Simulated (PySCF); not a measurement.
# Ionisation energy of W by level of theory

W [Xe] 4f14 5d4 6s2 (5D) → W⁺ [Xe] 4f14 5d4 6s1 (6D), as a difference of total energies. All numbers are calculated (PySCF 2.14, scalar relativity through the core potential, in cc-pVDZ-PP with ECP60MDF). Correlated levels: valence: 5s2 5p6 frozen. The calculations carry no spin-orbit coupling.

| method | ionisation energy (eV) | error (eV) |
| --- | --- | --- |
| UHF | 5.912 | -1.913 |
| PBE0 | 7.326 | -0.499 |
| M06-2X | 8.209 | +0.384 |
| MP2 (valence) | 7.039 | -0.786 |
| SCS-MP2 (valence) | 7.262 | -0.563 |

Reference: 7.825 eV (measured; NIST levels, between the centres of gravity of the two terms).

Errors of the correlated levels include the incompleteness of this basis and the frozen core.

MP2 underrates the near-degeneracy of ns² with np² in the lower species.
